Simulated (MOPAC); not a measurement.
MOPAC input (MNDO):

```
MNDO PRECISE GNORM=0.05 LET XYZ GEO-OK AUX(PRECISION=9) THREADS=1
C4H10O

C    -1.65691817 1   -0.79636213 1   -0.38564540 1
C    -0.52278099 1    0.04773370 1    0.19469952 1
C    -0.46619912 1    1.43026824 1   -0.45296424 1
C     0.80136404 1   -0.68756656 1    0.04906601 1
O     1.82004174 1    0.05445435 1    0.71634923 1
H    -2.61685148 1   -0.29235873 1   -0.26218020 1
H    -1.72504826 1   -1.77093654 1    0.10270601 1
H    -1.50946393 1   -0.96629567 1   -1.45591552 1
H    -0.69727634 1    0.17533522 1    1.26861938 1
H    -0.31107238 1    1.34253724 1   -1.53252840 1
H     0.35026452 1    2.02193010 1   -0.04104718 1
H    -1.40035727 1    1.97263530 1   -0.29401560 1
H     0.71345967 1   -1.69213926 1    0.48169695 1
H     1.04011140 1   -0.80010022 1   -1.01781706 1
H     2.66310579 1   -0.39068173 1    0.58875250 1
```

Output:

```
 *******************************************************************************
 **                                                                           **
 **                              MOPAC v23.2.5                                **
 **                                                                           **
 *******************************************************************************
 ** MOPAC's Digital Object Identifier: https://doi.org/10.5281/zenodo.6511958 **
 **                                                                           **
 ** Please cite the open-source release paper for use of this MOPAC version:  **
 ** J. E. Moussa and J. J. P. Stewart (2026)                                  **
 ** MOPAC: An open-source semiempirical molecular orbital program             **
 ** J. Open Source Softw., 11(119), 8025, https://doi.org/10.21105/joss.08025 **
 *******************************************************************************

                              MNDO CALCULATION RESULTS

 *******************************************************************************
 *  MNDO       - The MNDO Hamiltonian to be used
 *  GEO-OK     - OVERRIDE INTERATOMIC DISTANCE AND OTHER SAFETY CHECKS
 *  LET        - OVERRIDE SOME SAFETY CHECKS
 *  PRECISE    - TIGHTER CRITERIA TO BE USED
 *  XYZ        - CARTESIAN COORDINATE SYSTEM TO BE USED
 *  GNORM      - EXIT WHEN GRADIENT NORM DROPS BELOW 0.050
 *  AUX        - OUTPUT AUXILIARY INFORMATION
 *******************************************************************************
MNDO PRECISE GNORM=0.05 LET XYZ GEO-OK AUX(PRECISION=9) THREADS=1
 C4H10O

   ATOM   CHEMICAL          X               Y               Z
  NUMBER   SYMBOL      (ANGSTROMS)     (ANGSTROMS)     (ANGSTROMS)

     1       C         -1.65691817  *  -0.79636213  *  -0.38564540  *
     2       C         -0.52278099  *   0.04773370  *   0.19469952  *
     3       C         -0.46619912  *   1.43026824  *  -0.45296424  *
     4       C          0.80136404  *  -0.68756656  *   0.04906601  *
     5       O          1.82004174  *   0.05445435  *   0.71634923  *
     6       H         -2.61685148  *  -0.29235873  *  -0.26218020  *
     7       H         -1.72504826  *  -1.77093654  *   0.10270601  *
     8       H         -1.50946393  *  -0.96629567  *  -1.45591552  *
     9       H         -0.69727634  *   0.17533522  *   1.26861938  *
    10       H         -0.31107238  *   1.34253724  *  -1.53252840  *
    11       H          0.35026452  *   2.02193010  *  -0.04104718  *
    12       H         -1.40035727  *   1.97263530  *  -0.29401560  *
    13       H          0.71345967  *  -1.69213926  *   0.48169695  *
    14       H          1.04011140  *  -0.80010022  *  -1.01781706  *
    15       H          2.66310579  *  -0.39068173  *   0.58875250  *

          CARTESIAN COORDINATES

    NO.       ATOM           X           Y           Z

     1         C         -1.6569     -0.7964     -0.3856
     2         C         -0.5228      0.0477      0.1947
     3         C         -0.4662      1.4303     -0.4530
     4         C          0.8014     -0.6876      0.0491
     5         O          1.8200      0.0545      0.7163
     6         H         -2.6169     -0.2924     -0.2622
     7         H         -1.7250     -1.7709      0.1027
     8         H         -1.5095     -0.9663     -1.4559
     9         H         -0.6973      0.1753      1.2686
    10         H         -0.3111      1.3425     -1.5325
    11         H          0.3503      2.0219     -0.0410
    12         H         -1.4004      1.9726     -0.2940
    13         H          0.7135     -1.6921      0.4817
    14         H          1.0401     -0.8001     -1.0178
    15         H          2.6631     -0.3907      0.5888

  H: (MNDO): M.J.S. DEWAR, W. THIEL, J. AM. CHEM. SOC., 99, 4899, (1977)
  C: (MNDO): M.J.S. DEWAR, W. THIEL, J. AM. CHEM. SOC., 99, 4899, (1977)
  O: (MNDO): M.J.S. DEWAR, W. THIEL, J. AM. CHEM. SOC., 99, 4899, (1977)

           Empirical Formula: C4 H10 O  =    15 atoms

      MOLECULAR POINT GROUP   :   C1

      RHF CALCULATION, NO. OF DOUBLY OCCUPIED LEVELS = 16

          Geometry optimization using EF

          DIAGONAL MATRIX USED AS START HESSIAN

 CYCLE:     1  GRAD.:    91.307 HEAT: -64.21950
 CYCLE:     2  GRAD.:   388.951 HEAT: -44.34083
 CYCLE:     3  GRAD.:   228.291 HEAT: -53.40351
 CYCLE:     4  GRAD.:   226.822 HEAT: -52.68266
 CYCLE:     5  GRAD.:   120.102 HEAT: -62.47083
 CYCLE:     6  GRAD.:   400.158 HEAT: -32.91489
 CYCLE:     7  GRAD.:   205.276 HEAT: -51.15838
 CYCLE:     8  GRAD.:   294.563 HEAT: -47.16967
 CYCLE:     9  GRAD.:   350.402 HEAT: -34.74530
 CYCLE:    10  GRAD.:   207.262 HEAT: -57.56266
 CYCLE:    11  GRAD.:   304.038 HEAT: -34.41267
 CYCLE:    12  GRAD.:   266.607 HEAT: -49.21118
 CYCLE:    13  GRAD.:   431.496 HEAT: -31.78212
 CYCLE:    14  GRAD.:   285.036 HEAT: -47.60132
 CYCLE:    15  GRAD.:   230.610 HEAT: -51.64820
 CYCLE:    16  GRAD.:   296.582 HEAT: -45.46623
 CYCLE:    17  GRAD.:   273.473 HEAT: -46.32674
 CYCLE:    18  GRAD.:   232.139 HEAT: -53.12704
 CYCLE:    19  GRAD.:   320.704 HEAT: -41.51146
 CYCLE:    20  GRAD.:   256.898 HEAT: -48.82894
 CYCLE:    21  GRAD.:   337.713 HEAT: -43.87052
 CYCLE:    22  GRAD.:   128.108 HEAT: -62.41660
 CYCLE:    23  GRAD.:   366.898 HEAT: -36.07985
 CYCLE:    24  GRAD.:   162.470 HEAT: -61.20711
 CYCLE:    25  GRAD.:   261.289 HEAT: -43.69130
 CYCLE:    26  GRAD.:   120.493 HEAT: -63.92716
 CYCLE:    27  GRAD.:   386.192 HEAT: -31.66405
 CYCLE:    28  GRAD.:    66.344 HEAT: -66.80486
 CYCLE:    29  GRAD.:   197.385 HEAT: -53.41637
 CYCLE:    30  GRAD.:    44.089 HEAT: -67.67625
 CYCLE:    31  GRAD.:    78.522 HEAT: -65.09778
 CYCLE:    32  GRAD.:     3.374 HEAT: -68.72923
 CYCLE:    33  GRAD.:     2.320 HEAT: -68.73275
 CYCLE:    34  GRAD.:     0.953 HEAT: -68.73902
 CYCLE:    35  GRAD.:     0.883 HEAT: -68.74234
 CYCLE:    36  GRAD.:     2.260 HEAT: -68.75528
 CYCLE:    37  GRAD.:     3.057 HEAT: -68.77104
 CYCLE:    38  GRAD.:     3.061 HEAT: -68.78992
 CYCLE:    39  GRAD.:     1.304 HEAT: -68.79727
 CYCLE:    40  GRAD.:     0.683 HEAT: -68.79918
 CYCLE:    41  GRAD.:     0.547 HEAT: -68.79995
 CYCLE:    42  GRAD.:     0.329 HEAT: -68.80064
 CYCLE:    43  GRAD.:     0.214 HEAT: -68.80100
 CYCLE:    44  GRAD.:     0.216 HEAT: -68.80119
 CYCLE:    45  GRAD.:     0.222 HEAT: -68.80140
 CYCLE:    46  GRAD.:     0.242 HEAT: -68.80159
 CYCLE:    47  GRAD.:     0.238 HEAT: -68.80185
 CYCLE:    48  GRAD.:     0.208 HEAT: -68.80211
 CYCLE:    49  GRAD.:     0.163 HEAT: -68.80229
 CYCLE:    50  GRAD.:     0.117 HEAT: -68.80240
 CYCLE:    51  GRAD.:     0.103 HEAT: -68.80248
 CYCLE:    52  GRAD.:     0.092 HEAT: -68.80254
 CYCLE:    53  GRAD.:     0.065 HEAT: -68.80257
 CYCLE:    54  GRAD.:     0.049 HEAT: -68.80259

     GRADIENT =  0.04902 IS LESS THAN CUTOFF =  0.05000

 -------------------------------------------------------------------------------
 MNDO PRECISE GNORM=0.05 LET XYZ GEO-OK AUX(PRECISION=9) THREADS=1
 C4H10O

     GEOMETRY OPTIMISED USING EIGENVECTOR FOLLOWING (EF).
     SCF FIELD WAS ACHIEVED

                              MNDO CALCULATION
                                                       MOPAC v23.2.5 Linux

          FINAL HEAT OF FORMATION =        -68.80259 KCAL/MOL =    -287.87005 KJ/MOL

          COSMO AREA              =        125.79 SQUARE ANGSTROMS
          COSMO VOLUME            =        114.61 CUBIC ANGSTROMS

          GRADIENT NORM           =          0.04902          =       0.01266 PER ATOM
          IONIZATION POTENTIAL    =         11.289409 EV
          HOMO LUMO ENERGIES (EV) =        -11.289  3.243
          NO. OF FILLED LEVELS    =         16
          MOLECULAR WEIGHT        =         74.1224         POINT GROUP:  C1

          MOLECULAR DIMENSIONS (Angstroms)

            Atom       Atom       Distance
            H    15    H     6     5.39878
            H     7    H    11     3.99916
            H     9    H    10     2.68415

          SCF CALCULATIONS        =         55

   ATOM   CHEMICAL          X               Y               Z
  NUMBER   SYMBOL      (ANGSTROMS)     (ANGSTROMS)     (ANGSTROMS)

     1       C         -1.66804540  *  -0.80435370  *  -0.36125387  *
     2       C         -0.51190353  *   0.07075309  *   0.16687314  *
     3       C         -0.50961602  *   1.46920942  *  -0.48241775  *
     4       C          0.85199108  *  -0.67660640  *   0.02986989  *
     5       O          1.84773242  *  -0.02180019  *   0.75761139  *
     6       H         -2.64502103  *  -0.30039509  *  -0.21295076  *
     7       H         -1.71930583  *  -1.77219484  *   0.17850939  *
     8       H         -1.56702410  *  -1.02755067  *  -1.44271407  *
     9       H         -0.70508462  *   0.22143030  *   1.25992931  *
    10       H         -0.28163187  *   1.42585595  *  -1.56692748  *
    11       H          0.23501648  *   2.13851369  *  -0.00737572  *
    12       H         -1.49980591  *   1.95747542  *  -0.36885318  *
    13       H          0.73718487  *  -1.73312541  *   0.39777337  *
    14       H          1.13961248  *  -0.76338513  *  -1.05300451  *
    15       H          2.67857782  *  -0.46702443  *   0.66928684  *

                             CARTESIAN COORDINATES

   1    C       -1.668045402    -0.804353695    -0.361253865
   2    C       -0.511903534     0.070753085     0.166873136
   3    C       -0.509616019     1.469209422    -0.482417746
   4    C        0.851991080    -0.676606400     0.029869891
   5    O        1.847732417    -0.021800190     0.757611395
   6    H       -2.645021030    -0.300395091    -0.212950761
   7    H       -1.719305828    -1.772194838     0.178509394
   8    H       -1.567024103    -1.027550674    -1.442714070
   9    H       -0.705084621     0.221430301     1.259929309
  10    H       -0.281631871     1.425855946    -1.566927485
  11    H        0.235016476     2.138513690    -0.007375724
  12    H       -1.499805909     1.957475423    -0.368853183
  13    H        0.737184870    -1.733125412     0.397773370
  14    H        1.139612478    -0.763385132    -1.053004505
  15    H        2.678577823    -0.467024432     0.669286838

           Empirical Formula: C4 H10 O  =    15 atoms

      MOLECULAR POINT GROUP   :   C1

                  EIGENVALUES
 -42.50452 -37.35439 -29.26726 -27.38653 -21.35673 -18.71885 -16.12231 -15.39287
 -14.73794 -14.01371 -13.75284 -13.60927 -12.55058 -12.42053 -12.01702 -11.28941
   3.24275   3.47859   3.73978   4.01659   4.20650   4.33487   4.54072   4.62207
   4.76193   4.97438   5.39624   5.66765   5.86130   6.72437

              NET ATOMIC CHARGES AND DIPOLE CONTRIBUTIONS

  ATOM NO.   TYPE          CHARGE      No. of ELECS.   s-Pop       p-Pop
    1          C           0.036774        3.9632     1.22223     2.74100
    2          C          -0.068930        4.0689     1.22325     2.84568
    3          C           0.044708        3.9553     1.22075     2.73454
    4          C           0.171963        3.8280     1.22226     2.60578
    5          O          -0.325087        6.3251     1.81883     4.50626
    6          H          -0.003175        1.0032     1.00317
    7          H          -0.006624        1.0066     1.00662
    8          H          -0.005674        1.0057     1.00567
    9          H           0.027690        0.9723     0.97231
   10          H          -0.008758        1.0088     1.00876
   11          H           0.006744        0.9933     0.99326
   12          H          -0.008924        1.0089     1.00892
   13          H          -0.021773        1.0218     1.02177
   14          H          -0.019844        1.0198     1.01984
   15          H           0.180908        0.8191     0.81909
 DIPOLE           X         Y         Z       TOTAL
 POINT-CHG.    -0.147    -0.483    -0.455     0.679
 HYBRID         0.351    -0.619    -0.268     0.761
 SUM            0.205    -1.102    -0.722     1.334

          ATOMIC ORBITAL ELECTRON POPULATIONS

     Atom    s        px        py        pz
    1  C   1.22223   0.91270   0.91369   0.91461
    2  C   1.22325   0.92811   0.95395   0.96362
    3  C   1.22075   0.92063   0.90267   0.91124
    4  C   1.22226   0.86320   0.87682   0.86576
    5  O   1.81883   1.16255   1.59594   1.74776
    6  H   1.00317
    7  H   1.00662
    8  H   1.00567
    9  H   0.97231
   10  H   1.00876
   11  H   0.99326
   12  H   1.00892
   13  H   1.02177
   14  H   1.01984
   15  H   0.81909

 **********************
 *                    *
 * JOB ENDED NORMALLY *
 *                    *
 **********************

 == MOPAC DONE ==
```

The geometry given is a B3LYP-D3(BJ)/def2-TZVP minimum.
